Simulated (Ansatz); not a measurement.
## A relaxation, step by step

MgSnH3 (SMILES [MgH][SnH2+]) (charge +1), singlet, revPBE-D4/def2-SVP (Ansatz 0.2.0). Settings:

```yaml
hamiltonian: {xc: {name: revPBE}, dispersion: d4}
relax: {f_tol: 0.002, max_steps: 30, max_displacement: 0.2}
```

Start (the SMILES describes the start alone):

```csv
atom,x (Å),y (Å),z (Å)
Mg1,0.6063,-1.3805,0.9157
Sn2,-0.3063,0.7082,-0.5987
H3,1.1763,-2.6039,1.9544
H4,-1.7782,1.1010,-1.6586
H5,0.1020,2.4482,-0.8533
```

```
step  energy less the last (meV)  largest force component (eV/Å)
   1                       402.7                           2.294
   2                        80.8                           0.877
   3                        31.5                           0.311
   4                         0.4                           0.057
   5                         0.0                           0.007
   6                         0.0                           0.009
   7                         0.0                           0.001
```

Step 2, positions (Å) and forces (eV/Å):

```json
{"atom": "Mg1", "x": "0.628", "y": "-1.426", "z": "0.947", "Fx": "-0.068", "Fy": "0.180", "Fz": "-0.135"}
{"atom": "Sn2", "x": "-0.399", "y": "0.848", "z": "-0.697", "Fx": "0.456", "Fy": "-0.461", "Fz": "0.547"}
{"atom": "H3", "x": "1.182", "y": "-2.620", "z": "1.965", "Fx": "0.059", "Fy": "-0.138", "Fz": "0.091"}
{"atom": "H4", "x": "-1.770", "y": "1.027", "z": "-1.636", "Fx": "-0.877", "Fy": "-0.144", "Fz": "-0.566"}
{"atom": "H5", "x": "0.160", "y": "2.443", "z": "-0.820", "Fx": "0.430", "Fy": "0.563", "Fz": "0.064"}
```

Step 3, positions (Å) and forces (eV/Å):

```tsv
atom	x	y	z	Fx	Fy	Fz
Mg1	0.629	-1.358	0.968	-0.061	-0.033	0.133
Sn2	-0.487	0.918	-0.566	0.257	-0.234	-0.050
H3	1.179	-2.652	1.900	0.014	0.025	-0.045
H4	-1.779	0.922	-1.697	-0.311	-0.027	-0.108
H5	0.258	2.444	-0.845	0.100	0.269	0.070
```

Step 6, positions (Å) and forces (eV/Å):

```json
{"atom": "Mg1", "x": "0.605", "y": "-1.370", "z": "0.984", "Fx": "0.002", "Fy": "-0.005", "Fz": "0.003"}
{"atom": "Sn2", "x": "-0.419", "y": "0.892", "z": "-0.654", "Fx": "-0.004", "Fy": "0.009", "Fz": "-0.006"}
{"atom": "H3", "x": "1.184", "y": "-2.650", "z": "1.909", "Fx": "0.000", "Fy": "0.001", "Fz": "-0.001"}
{"atom": "H4", "x": "-1.830", "y": "0.913", "z": "-1.673", "Fx": "0.002", "Fy": "-0.002", "Fz": "0.002"}
{"atom": "H5", "x": "0.259", "y": "2.488", "z": "-0.807", "Fx": "0.000", "Fy": "-0.003", "Fz": "0.002"}
```

Last step (7):

Mg1  (0.606, -1.371, 0.984)
Sn2  (-0.419, 0.892, -0.654)
H3  (1.184, -2.650, 1.910)
H4  (-1.830, 0.913, -1.673)
H5  (0.259, 2.488, -0.807)
(Å)

The run took about 6.5 s on 2 CPU threads of an Arm Neoverse V1 (shared host).
